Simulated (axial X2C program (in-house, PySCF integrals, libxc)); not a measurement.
# LiI⁻: cheaper levels and CCSD(T), with spin–orbit coupling

Computed with an in-house relativistic program for diatomic molecules. Two-component (2c) means X2C with spin–orbit coupling and atomic mean-field two-electron Coulomb and Gaunt terms. Basis: I dyall-acv3z [12s13p9d5f1g], Li dyall-av3z [9s9p3d] (cores contracted in-house); Gaussian nuclei, density fitting, unrestricted open shells. Masses: I 126.904 u, Li 7.016 u.

State: Ω = 1/2 (⟨Sz⟩ = 0.50, ⟨Lz⟩ = 0.00 at HF); fragments I- + Li for PBE0, HF, MP2, CCSD, CCSD(T); I + Li- for B97-3.

| level | Re (Å) | ωe (cm⁻¹) | De (eV) |
| --- | --- | --- | --- |
| PBE0 | 2.545 | 362.7 | 1.29 |
| HF | 2.592 | 348.7 | 1.17 |
| MP2 | 2.586 | 350.0 | 1.24 |
| CCSD | 2.583 | 351.3 | 1.26 |
| B97-3 | 2.546 | 360.1 | n/a |

Correlated methods: 9 electrons correlated (number of frozen shells: I 4 s, 3 p, 2 d; Li 1 s), 269 virtual spin orbitals or spinors in MP2, 90 natural virtuals in coupled cluster.

CCSD(T), same Hamiltonian and basis:

Re = 2.586 Å, ωe = 349.9 cm⁻¹, De = 1.27 eV; T1 = 0.008 (Lee–Taylor normalisation).

Question: Give the differences from CCSD(T) in the columns below.

Answer: 

| level | ΔRe (Å) | Δωe (cm⁻¹) | ΔDe (eV) |
| --- | --- | --- | --- |
| PBE0 | -0.041 | 13 | 0.02 |
| HF | 0.006 | -1 | -0.10 |
| MP2 | 0.000 | 0 | -0.03 |
| CCSD | -0.003 | 1 | -0.01 |
| B97-3 | -0.040 | 10 | n/a |

One determinant describes the state; a PBE0 search over occupations chose it and may have missed a lower one. Dissociation energies refer to the lowest single-determinant-based atoms at the same level and basis. De is not given where an atomic determinant may have missed its ground term or J level, or where the truncated virtual space spoils (T). Density functionals use the spin component along the axis (collinear). CCSD and (T) use frozen natural virtuals with an MP2 correction for the truncation; (T) itself is uncorrected, so its De runs slightly low. The functionals have no current-density term, which raises determinants with orbital currents, atoms included. The highest occupied level of some functionals is positive through self-interaction error; at Hartree–Fock it is bound. Hartree–Fock gets electron affinities wrong, so its lowest charge split need not be the true one.
